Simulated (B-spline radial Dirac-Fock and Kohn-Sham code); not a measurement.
# Relative photoemission cross sections at Ag Lα (2984.4 eV): 4s, 4p1/2, 4p3/2, Ga to Tb

Calculated with a radial B-spline solver, using independent-particle photoionisation in a Dirac-Hartree-Slater potential with a Latter tail, all multipoles, thresholds from Dirac-Fock ΔSCF. Cross sections are relative to C 1s, computed as 1.747 kb at this energy; β is from the dipole term. Free atoms in their tabulated ground configurations, whose changes along a row show as steps; without correlation, outer binding energies come out low.

| Z | element | σ 4s | σ 4p1/2 | σ 4p3/2 | β 4p3/2 | binding 4p3/2 (eV) |
| --- | --- | --- | --- | --- | --- | --- |
| 31 | Ga | 0.177 | 0.0102 | 0.0190 | 1.37 | 5.41 |
| 32 | Ge | 0.224 | 0.0303 | 0.0564 | 1.40 | 6.81 |
| 36 | Kr | 0.440 | 0.254 | 0.471 | 1.48 | 13.01 |
| 38 | Sr | 0.612 | 0.423 | 0.788 | 1.51 | 27.33 |
| 40 | Zr | 0.781 | 0.595 | 1.11 | 1.54 | 37.33 |
| 43 | Tc | 1.05 | 0.884 | 1.64 | 1.58 | 52.09 |
| 46 | Pd | 1.32 | 1.19 | 2.21 | 1.62 | 59.40 |
| 48 | Cd | 1.55 | 1.47 | 2.73 | 1.64 | 78.27 |
| 49 | In | 1.66 | 1.62 | 3.03 | 1.65 | 90.23 |
| 50 | Sn | 1.79 | 1.79 | 3.34 | 1.66 | 102.6 |
| 54 | Xe | 2.33 | 2.49 | 4.69 | 1.69 | 156.8 |
| 56 | Ba | 2.61 | 2.89 | 5.47 | 1.70 | 197.9 |
| 57 | La | 2.76 | 3.09 | 5.88 | 1.71 | 217.0 |
| 58 | Ce | 2.90 | 3.27 | 6.23 | 1.71 | 227.6 |
| 59 | Pr | 3.02 | 3.43 | 6.53 | 1.72 | 230.1 |
| 60 | Nd | 3.15 | 3.62 | 6.91 | 1.72 | 240.6 |
| 61 | Pm | 3.29 | 3.81 | 7.30 | 1.72 | 251.2 |
| 62 | Sm | 3.43 | 4.00 | 7.69 | 1.73 | 261.8 |
| 63 | Eu | 3.57 | 4.19 | 8.08 | 1.73 | 272.4 |
| 64 | Gd | 3.73 | 4.40 | 8.52 | 1.73 | 291.6 |
| 65 | Tb | 3.84 | 4.56 | 8.86 | 1.73 | 294.1 |
